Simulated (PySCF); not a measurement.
All values: UKS B3LYP (pcH-1 on C Cl H) in PySCF, non-relativistic with spin–orbit coupling as a perturbation, on GFN2-xTB geometries; isolated species, one conformer each; SCF stability not tested. Couplings are averaged over nuclei equivalent by connectivity (but not across a short bond from an atom whose three angles sum to over 350°); widths count isotopes of over 50 % abundance and splittings of 0.05 mT or more. The geometries weren't refined by DFT: couplings that depend on bond lengths, twists or pyramidal angles can differ widely from those at the functional's own minimum.

Task: Order by largest proton coupling |a_iso| (mean over equivalent protons), largest first.
A. `[CH]1C=CC=CC=C1` [radical]
B. `CC#CC#C[CH]Cl` [radical]
C. `[C]1=CCC=CC=C1` [radical]
D. `C1=CC[C]2CC2=C1` [radical]

Result: D (157 MHz), C (61 MHz), B (47 MHz), A (12 MHz).

Task: Order by excess of ⟨S²⟩ over the exact value, largest first.
A. `[CH]1C=CC=CC=C1` [radical]
B. `C1=CC[C]2CC2=C1` [radical]
C. `CC#CC#C[CH]Cl` [radical]
D. `[C]1=CCC=CC=C1` [radical]

Result: D (0.040), B (0.036), C (0.029), A (0.021).

Behind the orders:

```csv
species,state,largest spin population on,population,g1,g2,g3,⟨S²⟩
CC#CC#C[CH]Cl,doublet,"carbon bonded to C, Cl and H",0.59,2.0018,2.0057,2.0106,0.779
C1=CC[C]2CC2=C1,doublet,carbon bonded to 2 C and H,0.54,2.0022,2.0028,2.0029,0.786
[CH]1C=CC=CC=C1,doublet,carbon bonded to 2 C and H,0.49,2.0021,2.0028,2.0029,0.771
[C]1=CCC=CC=C1,doublet,carbon bonded to 2 C,0.81,2.0021,2.0023,2.0026,0.790
```

Means can hide wide spreads in the frozen geometry: [CH]1C=CC=CC=C1, 7 × 1H from -32 to 8 MHz (mean -12); CC#CC#C[CH]Cl, 3 × 1H from 7 to 43 MHz (mean 28). The drawing needn't show where the spin sits: the atom drawn as the radical centre holds a spin population of 0.59 in CC#CC#C[CH]Cl, 0.48 in C1=CC[C]2CC2=C1 and 0.49 in [CH]1C=CC=CC=C1.
